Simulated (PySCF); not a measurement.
C₃H₂N, charge -1, singlet, at a GFN2-xTB geometry (in this run its highest filled SCF level lies above zero, so its values depend strongly on the basis, on diffuse functions most of all), with bond 6-3 at 1.3 times its length. Base run: PySCF with TPSS/6-31G.

Geometry (Å):
```xyz
6

C     -0.1206    -1.6959     0.0087
C      0.4790    -0.5149     0.0067
C     -0.0365     0.7371    -0.0045
H     -1.2158    -1.8935     0.0012
H      0.4617    -2.6235     0.0185
N     -0.2076     2.2598    -0.0144
```
Charge -1, spin multiplicity 1.
All else is at PySCF's defaults.
Base energy -170.10413 Eh.

Variants of this job, named by their change:

| change | ΔE vs base (µEh) | SCF cycles | outcome |
|---|---|---|---|
| base | 0.0 | 12 | converged |
| level_shift = 0.1 (with mf.max_cycle = 100) | 0.0 | 13 | converged |
| diis_space = 4 | 0.0 | 14 | converged |
| DIIS = ADIIS | - | 44 | not converged |
| conv_tol_grad = 1e-7 | 0.0 | 13 | converged |
| level_shift = 0.5 (with mf.max_cycle = 100) | - | 44 | not converged |
| damp = 0.5; diis_start_cycle = 5 | 0.0 | 22 | converged |
| conv_tol = 1e-7 | 0.0 | 11 | converged |
| level_shift = 0.3 (with mf.max_cycle = 100) | - | 29 | not converged |
| diis = off; damp = 0.3 (with mf.diis_start_cycle = 200; with mf.max_cycle = 150) | - | 150 | not converged |
| solver = newton | 0.0 | - | converged |
| diis = off (with mf.max_cycle = 100) | - | 100 | not converged |
| conv_tol = 1e-6 | 0.3 | 10 | converged |
